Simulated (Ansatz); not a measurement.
Program: Ansatz. Geometries: PBE0-D4/def2-TZVP. ΔE: electronic, gas phase. CCSD(T)/CBS adds triple-zeta CCSD(T) − MP2 to the extrapolated MP2 energy (def2 sets, frozen cores). This one scheme is used for every species. Functionals use def2-TZVPP. B3LYP here is the variant with VWN-RPA as its local correlation; programs differ in this. One conformer a species, not always the lowest.

`C=NB(C)[SiH3]` + H₂S → `CB([SiH3])S` + `C=N`  (ligand exchange at a B–N bond)

```tsv
level	ΔE (kcal/mol)	difference from CCSD(T)/CBS
PBE-D4	7.7	3.2
r2SCAN-D4	7.2	2.7
PBE0-D4	6.2	1.7
B3LYP-D4	7.8	3.3
ωB97X-V	4.7	0.2
ωB97M-V	5.4	0.9
B2PLYP	6.5	2.0
PBE	7.8	3.3
r2SCAN	7.2	2.7
PBE0	6.3	1.8
B3LYP	8.1	3.6
HF/def2-TZVPP	3.6	-0.9
MP2/def2-TZVPP	4.5	0.0
SCS-MP2/def2-TZVPP	4.3	-0.2
CCSD/def2-TZVPP	4.4	-0.1
CCSD(T)/def2-TZVPP	4.4	-0.1
HF/def2-QZVPP	3.9	-0.6
MP2/def2-QZVPP	4.6	0.1
SCS-MP2/def2-QZVPP	4.4	-0.1
HF/CBS(def2)	3.9	-0.6
MP2/CBS(def2)	4.5	0.0
CCSD/CBS(def2)	4.4	-0.1
CCSD(T)/CBS	4.5	0
```

Largest T1 diagnostic among the species: 0.015.

In def2-TZVPP, CCSD(T) changes the Hartree–Fock value by +0.8 kcal/mol (the triples alone add +0.0 kcal/mol) and MP2 by +0.9 kcal/mol. From PBE to PBE0 (25 % exact exchange), in def2-TZVPP and without D4, ΔE moves by −1.5 kcal/mol.
